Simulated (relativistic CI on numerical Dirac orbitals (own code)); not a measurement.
## Fe5+ in a cubic cluster: 1s photoemission with charge transfer

Computed with a charge-transfer multiplet model of a cubic metal-ligand cluster with up to 2 ligand holes, Slater and spin-orbit integrals from Dirac-Coulomb-Breit ions, Slater integrals scaled by 0.8. The ground state mixes d3 with configurations of k ligand holes L, whose averages lie at kΔ + k(k − 1)U_dd/2; a core hole lowers each added d electron by U_cd. 20 K, Lorentzian 1.1 eV and Gaussian 0.6 eV FWHM.

Atomic integrals in eV (Slater integrals scaled, ζ unscaled), ground: F2dd 11.105, F4dd 7.012, zeta_d 0.071; with the core hole: F2dd 12.338, F4dd 7.813, zeta_d 0.100, G2cd 0.075.

Cluster parameters (eV): Δ = -1.3, U_cd = 7.3, 10Dq = 0.75, 10Dq(ligand) = 0.4, V(eg) = 1.2, V(t2g) = -0.55, final-state hopping factor = 0.9.

```
         Case   n_d    d3   d4L  d5L2     S
U_dd = 4.5 eV  4.14  0.12  0.62  0.26  1.50
U_dd = 5.9 eV  4.02  0.15  0.68  0.17  1.50
U_dd = 7.3 eV  3.94  0.17  0.71  0.12  1.50
```

Weights, n_d and S are thermal averages at 20 K. Binding energies count from the first peak over 30 % of the highest in each spectrum, which can be another peak from case to case. The parameters are a model scan and need not match a compound or its usual spin state. Peaks in eV (height, largest 100):
- U_dd = 4.5 eV: 0.0 (100), 4.3 (53), 7.7 (37), 9.0 (32), 11.5 (8), 18.2 (8)
- U_dd = 5.9 eV: 0.0 (100), 4.0 (86), 5.7 (35), 7.2 (44), 10.6 (10), 17.0 (12)
- U_dd = 7.3 eV: 0.0 (94), 3.6 (100), 6.8 (26), 9.2 (11), 15.7 (13)

Curve for U_dd = 4.5 eV (points under 2 left out, the grid thinned):

```tsv
E (eV)	Intensity
-3.4	3.5
-2.9	4.7
-2.5	6.1
-2.0	9.2
-1.6	13.8
-1.1	26.3
-0.6	58.0
-0.2	93.2
0.3	86.4
0.7	50.7
1.2	24.5
1.6	16.1
2.1	12.2
2.6	12.2
3.0	15.2
3.5	26.6
3.9	44.0
4.4	51.3
4.9	33.0
5.3	25.0
5.8	23.7
6.2	21.1
6.7	19.8
7.2	28.3
7.6	36.5
8.1	32.7
8.5	29.7
9.0	31.9
9.5	25.1
9.9	15.9
10.4	9.4
10.8	7.8
11.3	8.1
11.8	8.0
12.2	6.4
12.7	4.6
13.1	3.7
13.6	2.7
14.0	2.1
17.2	3.0
17.7	5.4
18.1	7.4
18.6	6.4
19.0	3.9
19.5	2.0
```

For the case U_dd = 5.9 eV, Δ = -1.3 eV is smaller than U_dd = 5.9 eV, the charge-transfer side of the Zaanen-Sawatzky-Allen scheme (negative Δ: between configuration averages a ligand hole costs less than the nominal valence; multiplet and field energies can change this for the lowest states). With the core hole the average of the configuration with one ligand hole lies at Δ − U_cd = -8.6 eV before mixing: it lies below the unscreened one, so the lowest final states are mostly screened and the unscreened weight appears at higher binding energy as a satellite.

With at most 2 ligand holes the space is cut while the next configuration still counts, so covalency is underestimated, and a final configuration with one more ligand hole, which can lie low, is missing from the spectra.
